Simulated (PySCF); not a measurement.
**Excitation energy of Ne+ by level of theory**

Ne+ [He] 2s2 2p5 (2P) → Ne+ [He] 2s1 2p6 (2S), as a difference of total energies. All numbers are calculated (PySCF 2.14, no relativity, point nucleus, in dyall-av3z (15s9p3d2f, 71 functions)). Correlated levels: valence: 1s2 frozen; virtual orbitals above 40 to 60 times the deepest correlated orbital energy dropped. The calculations carry no spin-orbit coupling.

Q: Order these methods by the excitation energy they give, lowest first.
A. CCSD (valence)
B. UHF
C. CCSD(T) (valence)
D. SCS-MP2 (valence)

A: C (216670 cm⁻¹), A (218150 cm⁻¹), D (220480 cm⁻¹), B (238270 cm⁻¹).

Errors of the correlated levels include the incompleteness of this basis and the frozen core.

For comparison: 216790 cm⁻¹ (measured; NIST levels, between the centres of gravity of the two terms).
